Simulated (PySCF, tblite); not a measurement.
A set of runs on `[SiH3]CC1=[CH][GeH2][CH]=C1`; the geometry of each is named by its level. Settings lines and outputs come from a driver script.

Species: C5H10GeSi.
Bonds: Si1–C2, C2–C3, C3–C4 (double), C4–Ge5, Ge5–C6, C6–C7 (double), C3–C7. Hydrogens: H8, H9, H10 on Si1; H11, H12 on C2; H13 on C4; H14, H15 on Ge5; H16 on C6; H17 on C7.

Step 1: GFN2-xTB geometry optimisation, gas phase (tblite 0.8.0) (from a force-field or distance-geometry start)
```json
{"job": {"kind": "relax", "xc": "GFN2-xTB", "basis": "xTB"}, "charge": 0, "multiplicity": 1}
```
```
step      E/eV     max force
  0    -526.90089    4.328
  1    -527.18914    1.895
  2    -527.25992    0.457
...
115    -527.45869    0.012
116    -527.45870    0.013
117    -527.45873    0.013
118    -527.45876    0.012
119    -527.45878    0.009
```

Energy lowered by 12.9 kcal/mol over 119 steps; largest atomic force 0.009 eV/Å at the end. «max force» is the largest atomic force in eV/Å.

The run took 0.93 s of wall time on Arm Neoverse V1, one thread, shared host with 32 logical CPUs at a one-minute load of 23.

Step 2: GFN2-xTB harmonic vibrations, gas phase (tblite 0.8.0) (on the GFN2-xTB geometry)
```json
{"job": {"kind": "ir", "xc": "GFN2-xTB", "basis": "xTB"}, "charge": 0, "multiplicity": 1}
```
```
(table of modes left out)
```

45 modes from 55 to 3087 cm⁻¹ (unscaled, harmonic); zero-point energy 74.5 kcal/mol; all wavenumbers are real at this level.

Hardware: one thread of an Arm Neoverse V1, shared host with 32 logical CPUs at a one-minute load of 23. Cost: 0.68 s wall.

Step 3: TDDFT B3LYP/def2-SVPD, vertical, gas phase, core orbitals frozen in the response (PySCF 2.14.0, density-fitted response routines) (on the GFN2-xTB geometry)
```json
{"job": {"kind": "uv", "xc": "B3LYP", "basis": "def2-SVPD", "nstates": 8, "ntriplets": 3}, "charge": 0, "multiplicity": 1}
```
```
...
Static polarisability (au): isotropic 115.016, principal 89.954 105.116 149.980
Singlet excitations
state   eV       nm        f      main configurations
  1   4.2805    289.6   0.04322   H->L 0.97
  2   5.4528    227.4   0.00525   H-2->L 0.68, H-1->L 0.31
  3   5.6032    221.3   0.00019   H->L+1 0.97
  4   5.8617    211.5   0.00690   H->L+2 0.92
  5   5.8989    210.2   0.06934   H-1->L 0.48, H-2->L 0.22, H->L+3 0.10
  6   6.0966    203.4   0.00162   H-3->L 0.86
  7   6.1663    201.1   0.01062   H->L+4 0.65, H->L+3 0.26
  8   6.3042    196.7   0.06345   H->L+3 0.51, H->L+4 0.28, H->L+5 0.13
Triplet excitations (Tamm-Dancoff, eV): 2.7468 4.6031 5.0915
```

HOMO -6.30 eV, LUMO -1.50 eV; lowest singlet 4.28 eV; lowest triplet 2.75 eV (Tamm–Dancoff); mean polarisability 115.0 au.

On Arm Neoverse V1, one thread, shared host with 32 logical CPUs at a one-minute load of 29, this took 66 s wall and 0.96 GiB of memory at its peak.

Geometry of the electronic-property runs (GFN2-xTB):
```
atom  x, y, z in Å
Si1   -2.520    0.070    0.701
C2    -1.410   -0.256   -0.821
C3     0.026   -0.172   -0.450
C4     0.820   -1.223   -0.190
Ge5    2.579   -0.581    0.320
C6     1.910    1.233    0.068
C7     0.630    1.157   -0.305
H8    -2.228    1.396    1.248
H9    -2.251   -0.955    1.711
H10   -3.917    0.010    0.268
H11   -1.637   -1.242   -1.228
H12   -1.638    0.482   -1.594
H13    0.467   -2.238   -0.267
H14    3.009   -0.897    1.725
H15    3.720   -0.966   -0.578
H16    2.420    2.173    0.193
H17    0.012    2.022   -0.511
```

 (This holds for the electronic-property runs.)

One conformer stands for the species.
